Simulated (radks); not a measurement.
The numbers below are computed, except where a source is named.
Question: Valence configurations of Hf3+ (all share [Xe]). Code: a radial shooting solver on a logarithmic mesh with Libxc functionals. Model: scalar-relativistic Kohn-Sham, r2SCAN, spin-polarised, spherical densities, finite nucleus; open shells are filled with parallel spins first (spin-orbit coupling, left out, can overturn this in heavy ions); meta-GGA in the generalised Kohn-Sham scheme; Fermi nuclear charge, rms radius 5.347 fm. Order these by energy: 4f13 5d2; 4f12 5d2 6p1; 4f13 5d1 6s1; 4f13 5d1 6p1; 4f14 5d0.5 6s0.5; 4f12 5d1 6s2; 4f13.5 5d1 6s0.5; 4f14 5d1; 4f14 6p1; 4f13.5 5d1 6p0.5.

Answer: From the lowest, in eV above it: 4f14 5d1 0.000; 4f14 5d0.5 6s0.5 0.886; 4f14 6p1 8.568; 4f13.5 5d1 6s0.5 10.312; 4f13.5 5d1 6p0.5 13.820; 4f13 5d2 19.528; 4f13 5d1 6s1 22.539; 4f13 5d1 6p1 29.984; 4f12 5d1 6s2 56.147; 4f12 5d2 6p1 56.882. NIST lists [Xe] 4f14 5d1 as the ground configuration; this level of theory agrees among the configurations tried. The energies are those of spherical high-spin densities, not of single terms.
